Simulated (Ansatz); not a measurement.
Cost and result for the atomization energy of `B/C=C/CO` (12 atoms, 11 bonds).

Cartesian coordinates in Å:
```
B -0.5266 -1.9318 -1.2173
C 0.3110 -0.9044 -0.4530
C -0.2041 0.2881 -0.1129
C 0.5229 1.3791 0.5964
O -0.2433 1.9418 1.6404
H -1.6753 -1.6822 -1.4512
H -0.0671 -2.9735 -1.5862
H 1.3494 -1.0965 -0.1809
H -1.2420 0.5117 -0.3589
H 1.4979 1.0201 0.9510
H 0.7129 2.1988 -0.1053
H -0.4358 1.2487 2.2778
```

Total charge 0; spin multiplicity 1. The geometry is a stationary point of PBE0-D4/def2-TZVP. It is one conformer, not always the lowest. Program: Ansatz. All runs use 4 threads of a server CPU on a shared host. Times are those of one run each, without the atoms' runs, and a repeat can differ threefold. Electronic energies, without spin–orbit coupling; frozen cores. CCSD(T)/CBS adds CCSD(T) − MP2 in def2-TZVPP to the MP2 limit, and its time is that of the two runs behind it. T1 = 0.011. HSE06 is the plane-wave form, built on full-range PBE exchange.

CCSD(T)/CBS is a level of theory with its own doubt, some kJ/mol a heavy atom from the limit and from the frozen cores, so smaller differences don't rank the functionals.

| level | functions | wall time |
| --- | --- | --- |
| LDA (SPW92)/def2-TZVPP | 253 | 0.95 s |
| revPBE-D4/def2-TZVPP | 253 | 1.4 s |
| PBE0-D4/def2-TZVPP | 253 | 2 s |
| BHLYP-D4/def2-TZVPP | 253 | 2 s |
| HSE06-D4/def2-TZVPP | 253 | 2.1 s |
| CAM-B3LYP-D4/def2-TZVPP | 253 | 2.1 s |
| B2PLYP/def2-TZVPP | 253 | 3.9 s |
| CCSD(T)/def2-SVP | 105 | 4 s |
| ωB97X-V/def2-TZVPP | 253 | 6 s |
| B97M-V/def2-TZVPP | 253 | 7 s |
| MP2/def2-QZVPP | 495 | 18 s |
| CCSD(T)/def2-TZVPP | 253 | 120 s |
| CCSD(T)/CBS(def2) | – | 2.2 min |

Task: What atomization energy does each give, and how far from CCSD(T)/CBS? (Best estimate.)

Result: The calculation gave: 
```tsv
level	atomization (kcal/mol)	difference from CCSD(T)/CBS	per bond
LDA (SPW92)/def2-TZVPP	1297.8	166.3	15.1
revPBE-D4/def2-TZVPP	1133.3	1.8	0.2
PBE0-D4/def2-TZVPP	1141.4	9.9	0.9
BHLYP-D4/def2-TZVPP	1105.1	-26.4	-2.4
HSE06-D4/def2-TZVPP	1142.4	10.9	1.0
CAM-B3LYP-D4/def2-TZVPP	1141.1	9.6	0.9
B2PLYP/def2-TZVPP	1125.8	-5.7	-0.5
CCSD(T)/def2-SVP	1084.0	-47.5	-4.3
ωB97X-V/def2-TZVPP	1134.1	2.6	0.2
B97M-V/def2-TZVPP	1136.7	5.2	0.5
MP2/def2-QZVPP	1140.3	8.8	0.8
CCSD(T)/def2-TZVPP	1105.6	-25.9	-2.4
CCSD(T)/CBS(def2)	1131.5	0.0	0.0
```

At CCSD(T), def2-SVP lies −47.5 kcal/mol from the extrapolated value and def2-TZVPP −25.9 kcal/mol: correlation converges slowly with the basis, and small sets miss more of it in the bonded molecule than in its fragments. In def2-TZVPP, CCSD(T) changes the Hartree–Fock value by +261.1 kcal/mol (the triples alone add +16.0 kcal/mol) and MP2 by +280.5 kcal/mol; breaking electron pairs costs correlation energy, which Hartree–Fock lacks. From PBE to PBE0 (25 % exact exchange), in def2-TZVPP and without D4, the atomization energy moves by −19.2 kcal/mol: exact exchange takes away binding that semilocal exchange gives to molecules.
